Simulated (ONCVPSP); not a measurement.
## PBE ONCV dataset for copper (Cu), scalar-relativistic all-electron reference.

Cu, optimised norm-conserving Vanderbilt (ONCV), made with ONCVPSP 4.0.1 (PBE, scalar-relativistic). Core [Ne] 3s2, reference 3p6 3d9 4s2. Waves: 4s: rc 1.70 bohr, ncon 4, nbas 7, qcut 3.7 1/bohr, 1 projector; 3p: rc 1.20 bohr, ncon 5, nbas 8, qcut 14 1/bohr, 3 projectors, debl 3.9 Ha; 3d: rc 0.90 bohr, ncon 4, nbas 9, qcut 17.1 1/bohr, 2 projectors, debl 3.9 Ha. Local part: polynomial inside 0.85 bohr (lpopt 5, dvloc0 6 Ha). Core correction: Teter function, fcfact 2.75, rcfact 1.3.

What the tests gave:

```
Cutoffs needed             : 115 Ha and 129 Ha (the cutoffs (Ha) at which the residual kinetic energy of the hardest occupied pseudo-wave falls to 1 and 0.1 mHa per electron)
Ghost test                 : ghosts flagged at negative energy: s at -98.9 eV; no localised positive-energy state flagged; a true bound ghost makes a file unfit for plane-wave use
Largest excitation error   : -110 meV (all-electron minus pseudo) for 3p6 3d10 4s0, out of 4 test configurations
rms error of d²Exc/dni dnj : 3.72 mHa without and 2.98 mHa with the model core
```

Generation and tests took about 5.8 s on one core of a shared server CPU.
